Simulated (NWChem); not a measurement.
Species: SnH4; SMILES [SnH4]

```xyz
5

Sn     0.0000     0.0000     0.0000
H      1.1107     0.0000     1.3022
H      0.8038    -0.4721    -1.4354
H     -0.6461     1.5724    -0.1988
H     -1.2684    -1.1003     0.3320
```
Atoms are numbered in this order, from 1.

Computed with NWChem. All runs use the structure optimised with PBE0/def2-SVP. def2 effective core potentials on Sn; no spin-orbit coupling. Vertical excitations in the gas phase; the lowest state need not have the same character in each row.

For level B3LYP/def2-SVP, full TDDFT:

```
Item                             Value
-------------------------------  -----
lowest excitation, singlet (eV)   8.47
orbital gap (eV)                  9.64
```

Task: What are these values for level PBE/def2-SVP, full TDDFT?

Result: 
| Item | Value |
|---|---|
| lowest excitation, singlet (eV) | 8.16 |
| orbital gap (eV) | 7.92 |
